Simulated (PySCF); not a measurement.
Orbital picture of CdIn

r²SCAN at R = 3.073 Å; PySCF, scalar-relativistic core potentials, basis sets Cd def2-SVP with ECP28, In def2-SVP with ECP28. State: ²Π (doublet), unpaired electrons π ↑. Only the outer orbitals are listed, counted within each symmetry, core potentials removing the inner ones.

```
spin  orbital  occ.  ε (eV)  on Cd (%)            main shells (%)
   α       6σ     1  -12.63         98                    98 Cd d
   α       4π     1  -12.57        100                   100 Cd d
   α       4π     1  -12.53        100                   100 Cd d
   α       2δ     1  -12.50        100                   100 Cd d
   α       2δ     1  -12.49        100                   100 Cd d
   α       7σ     1   -8.95         15           84 In s, 12 Cd s
   α       8σ     1   -6.06         77  77 Cd s, 12 In s, 10 In p
   α       5π     1   -3.19         14           86 In p, 13 Cd p
   α       5π     0   -2.65         18           82 In p, 17 Cd p
   α       9σ     0   -2.56         41   59 In p, 31 Cd p, 9 Cd s
   α       6π     0   -0.82         86           86 Cd p, 13 In p
   β       6σ     1  -12.63         98                    99 Cd d
   β       4π     1  -12.57        100                   100 Cd d
   β       4π     1  -12.52        100                   100 Cd d
   β       2δ     1  -12.49        100                   100 Cd d
   β       2δ     1  -12.48        100                   100 Cd d
   β       7σ     1   -8.40         20           80 In s, 16 Cd s
   β       8σ     1   -5.95         76   75 Cd s, 15 In s, 9 In p
   β       9σ     0   -2.32         43           57 In p, 36 Cd p
   β       5π     0   -2.31         21           78 In p, 21 Cd p
   β       5π     0   -1.68         38           62 In p, 38 Cd p
```

Task: Which are the highest filled and the lowest empty level, where do they sit, and how wide is the gap?

Result: Highest filled α 5π at -3.19 eV (in %: 86 In p, 13 Cd p); lowest empty α 5π at -2.65 eV (in %: 82 In p, 17 Cd p); the gap at r²SCAN is 0.54 eV. Both belong to one degenerate shell, split only by its one-sided filling, so this is no excitation gap.

```json
{"bond order (Mayer)": "0.71", "⟨S²⟩": "0.755", "charge on Cd (Mulliken, basis-dependent)": "0.02", "charge on Cd (Löwdin, basis-dependent)": "0.03", "dipole moment (positive dipole means Cd(−)In(+))": "-0.56 D"}
```

Spin–orbit coupling is left out. The state was picked by a PBE0 search and need not be the measured ground state.
